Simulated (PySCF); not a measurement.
# Polarisability and C₆ of Os²⁺ (osmium, charge +2)

[Xe] 4f14 5d6, high-spin 5D determinant. Calculation: PySCF 2.14, in aug-cc-pVTZ-PP with ECP60MDF; scalar relativity through the core potential. Coupled (time-dependent) response in atomic units; α is the mean over directions.

| method | mean α (bohr³) | α xx, yy, zz | C₆ (like pair) | S(−4) |
| --- | --- | --- | --- | --- |
| UHF | 10.48 | 10.71, 10.71, 10.01 | 65.76 | 30.87 |
| PBE | 11.72 | 11.95, 11.95, 11.25 | 74.59 | 42.77 |
| PBE0 | 11.25 | 11.50, 11.50, 10.75 | 71.30 | 37.72 |

S(−4) is the Cauchy moment in α(ω) = α(0) + S(−4) ω² + …

Spin-orbit coupling is absent.

α(iu) at PBE0:

| u (hartree) | α(iu) (bohr³) |
| --- | --- |
| 0 | 11.25 |
| 0.0500 | 11.16 |
| 0.100 | 10.89 |
| 0.200 | 10.02 |
| 0.300 | 8.995 |
| 0.500 | 7.152 |
| 0.750 | 5.489 |
| 1.00 | 4.333 |
| 1.50 | 2.879 |
| 2.00 | 2.034 |
| 3.00 | 1.151 |
| 5.00 | 0.4997 |

A single London oscillator, α(iu) = α/(1 + u²/ω²), gives C₆ = (3/4) ω α². Matching the computed C₆ needs ω = 4 × 71.30 / (3 × 11.25²) = 0.751 hartree.

For an ion, C₆ is the dispersion term alone; charge-induced terms of lower order in 1/R come first.

The components differ because the open shell of this determinant is not spherical; for a pure term their mean is the scalar polarisability.

Energies and moments cover only the electrons outside the core potential. Spin-orbit coupling, absent here, splits the open shell strongly.
